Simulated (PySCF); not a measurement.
C₇H₄ClO₂ (charge -1).
Atom-mapped SMILES: `[O:1]=[C:2]([O-:3])[c:4]1[cH:5][cH:6][c:7]([Cl:8])[cH:9][cH:10]1` (hydrogens: H11 on C5; H12 on C6; H13 on C9; H14 on C10)

Geometry (PBE0-D3(BJ)/def2-SVP, Å), atoms numbered from 1 in this order:
```xyz
14
C7H4ClO2 angstrom
O     -1.5144    1.0519    0.2074
C     -0.9411   -0.0402    0.0419
O     -1.4061   -1.1907   -0.0552
C      0.6054    0.0451   -0.0570
C      1.2620    1.2724    0.0564
C      2.6510    1.3606   -0.0251
C      3.3866    0.1936   -0.2264
Cl     5.1334    0.2869   -0.3315
C      2.7589   -1.0458   -0.3455
C      1.3690   -1.1066   -0.2582
H      0.6271    2.1492    0.2119
H      3.1716    2.3172    0.0646
H      3.3629   -1.9428   -0.5028
H      0.8157   -2.0463   -0.3405
```

All values: CAM-B3LYP/def2-SVPD (PySCF, non-relativistic), on one gas-phase PBE0-D3(BJ)/def2-SVP geometry that isn't relaxed in the solvent. The solvent is an IEF-PCM continuum (Bondi radii, 1.10 Å for H, scaled by 1.2), and excitations are vertical TDDFT with non-equilibrium linear response and a frozen core. Specific hydrogen bonds and non-electrostatic terms are outside this model.

Gas-phase singlets (H = HOMO, L = LUMO):

| state | E (eV) | λ (nm) | f | leading configuration |
| --- | --- | --- | --- | --- |
| S1 | 4.400 | 282 | 0.000 | H→L 88% |
| S2 | 4.429 | 280 | 0.000 | H-1→L 90% |
| S3 | 4.985 | 249 | 0.000 | H-1→L+2 98% |
| S4 | 5.101 | 243 | 0.000 | H→L+2 99% |
| S5 | 5.190 | 239 | 0.011 | H-2→L 72% |

Question: What are the lowest 5 singlets in benzene (ε = 2.271)?

Answer: 
```csv
state,E (eV),λ (nm),f,leading configuration,change by rank (eV)
S1,4.822,257,0.000,H-1→L 90%,+0.422
S2,4.838,256,0.000,H→L 86%,+0.409
S3,5.252,236,0.001,H-3→L+1 56%,+0.267
S4,5.550,223,0.000,H-1→L+1 98%,+0.449
S5,5.654,219,0.274,H-3→L 84%,+0.464
```

Question: Give the list for tetrahydrofuran (ε = 7.426), n² = 1.97.

Answer: 
| state | E (eV) | λ (nm) | f | leading configuration | change by rank (eV) |
| --- | --- | --- | --- | --- | --- |
| S1 | 5.100 | 243 | 0.000 | H-2→L 89% | +0.700 |
| S2 | 5.146 | 241 | 0.000 | H→L 50% | +0.717 |
| S3 | 5.249 | 236 | 0.000 | H-1→L+1 30% | +0.264 |
| S4 | 5.652 | 219 | 0.299 | H-1→L 50% | +0.551 |
| S5 | 5.987 | 207 | 0.000 | H-2→L+1 98% | +0.797 |

Question: How do the frontier levels move from gas to tetrahydrofuran?

Answer: 
| orbital | gas (eV) | solvent (eV) | change (eV) |
| --- | --- | --- | --- |
| LUMO+2 | 3.99 | 1.71 | -2.28 |
| LUMO+1 | 3.89 | 1.06 | -2.83 |
| LUMO | 3.75 | 0.71 | -3.04 |
| HOMO | -3.72 | -7.80 | -4.08 |
| HOMO-1 | -3.86 | -7.82 | -3.96 |
| HOMO-2 | -4.01 | -7.83 | -3.82 |
| HOMO-3 | -4.78 | -8.10 | -3.32 |

The HOMO–LUMO gap goes from 7.47 to 8.50 eV. Rows go by rank; for HOMO-3, HOMO-2, HOMO-1, HOMO, LUMO, LUMO+1 and LUMO+2 the atom shares or the degeneracy differ between the runs, so the row needn't follow one orbital.
